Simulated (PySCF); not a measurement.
## Polarisability and C₆ of V²⁺ (vanadium, charge +2)

[Ar] 3d3, high-spin 4F determinant. Calculation: PySCF 2.14, in aug-cc-pVTZ with one added diffuse shell each of s, p, d, f, g type (9s8p6d4f3g, 118 functions); no relativity, point nucleus. Coupled (time-dependent) response in atomic units; α is the mean over directions.

| method | mean α (bohr³) | C₆ (like pair) | S(−4) |
| --- | --- | --- | --- |
| r2SCAN0 | 4.376 | 13.34 | 12.14 |

S(−4) is the Cauchy moment in α(ω) = α(0) + S(−4) ω² + …

α(iu) at r2SCAN0:

```tsv
u (hartree)	α(iu) (bohr³)
0	4.376
0.0500	4.346
0.100	4.261
0.200	3.976
0.300	3.633
0.500	3.013
0.750	2.444
1.00	2.030
1.50	1.459
2.00	1.086
3.00	0.6564
5.00	0.3082
```

A single London oscillator, α(iu) = α/(1 + u²/ω²), gives C₆ = (3/4) ω α². Matching the computed C₆ needs ω = 4 × 13.34 / (3 × 4.376²) = 0.929 hartree.

For an ion, C₆ is the dispersion term alone; charge-induced terms of lower order in 1/R come first.
